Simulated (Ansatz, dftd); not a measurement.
System: SnHSCl, charge 0, singlet. SnHSCl (SMILES [SH][Sn][Cl]).
B3LYP-D3(BJ)/def2-TZVP minimum from Ansatz (a first-principles code):
```xyz
4

Sn     0.0505     0.0807     0.6485
Cl     1.3450     0.9774    -1.1564
S     -1.4517    -1.1859    -0.8116
H     -2.1636    -1.6765     0.2205
```
Charge 0, spin multiplicity 1.

Wanted: atomisation energy (electronic, to ground-state atoms), in kJ/mol. UHF or UKS for unpaired electrons; spin-orbit terms are left out. Correlated methods leave the cores frozen (noble-gas shells, and filled d and f shells in the p block). Past Kr the def2 sets carry scalar-relativistic core potentials. CBS(X,Y): correlation extrapolated as X^-3, Hartree-Fock from the larger set. A bracket is a step between two methods taken in the basis named. For partners of very few electrons the exact lower level stands in for a higher one. Spin-orbit terms, left out, reach several kcal/mol for Br and I, and more for heavier atoms.

```tsv
level	program	atomisation energy (kJ/mol)	difference against the last row
HF/def2-SVP	Ansatz	682.7	-390.4
HF/def2-TZVPP	Ansatz	709.0	-364.1
r2SCAN/def2-TZVPD	Ansatz	1081.6	8.5
B3LYP-D3(BJ)/def2-TZVPD	Ansatz + dftd3	1071.1	-2.0
wB97X-V/def2-TZVPD	Ansatz	1080.4	7.3
B2PLYP-D3(BJ)/def2-TZVPD	Ansatz + dftd3	1057.1	-16.0
B2PLYP/def2-TZVPD	Ansatz	1043.6	-29.5
B2GP-PLYP-D3(BJ)/def2-TZVPD	Ansatz + dftd3	1059.6	-13.5
B2GP-PLYP/def2-TZVPD	Ansatz	1039.1	-34.0
MP2/def2-QZVPP	Ansatz	1074.3	1.2
CCSD(T)/CBS(def2-TZVPP,def2-QZVPP)	Ansatz	1071.8	-1.3
CCSDT(Q)/def2-SVP	Ansatz	934.5	-138.6
CCSDT(Q)/def2-TZVPP	Ansatz	1020.1	-53.0
CCSD(T)/CBS(def2-TZVPP,def2-QZVPP) + [CCSDT(Q) - CCSD(T)]/def2-TZVPP	Ansatz	1073.1	0.0
```
